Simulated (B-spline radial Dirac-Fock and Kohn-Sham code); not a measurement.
# What relativity does to the binding energies of Pt⁶⁺

System: Pt⁶⁺, [Xe] 4f14 5d4.

Both columns are ΔSCF binding energies of the configuration average from a B-spline atomic structure program: non-relativistic Hartree-Fock with a point nucleus, and Dirac-Fock with a finite nucleus and the Coulomb interaction alone, averaged over the two j levels with weights 2j+1.

```tsv
shell	Hartree-Fock (eV)	Dirac-Fock (eV)	shift (eV)	shift (%)
1s	71743.4	78908.5	+7165.12	+9.99
2s	12124.1	14041.9	+1917.77	+15.82
2p	11630.6	12274.5	+643.92	+5.54
3s	2937.6	3416.0	+478.36	+16.28
3p	2706.0	2886.4	+180.42	+6.67
3d	2278.3	2258.8	-19.42	-0.85
4s	714.4	834.1	+119.76	+16.76
4p	614.0	656.4	+42.45	+6.91
4d	430.4	424.5	-5.85	-1.36
4f	184.3	170.4	-13.86	-7.52
5s	180.4	203.0	+22.60	+12.53
5p	144.8	151.1	+6.32	+4.36
5d	91.98	90.16	-1.82	-1.97
```

Relativity binds 1s, 2s, 2p, 3s, 3p, 4s, 4p, 5s, 5p more strongly, among those listed most of all 4s in relative terms, and 3d, 4d, 4f, 5d more weakly, because the contracted s and p shells screen the nucleus better.

Values without a named source are computed, but for edge energies of neutral atoms, which are taken from tables.
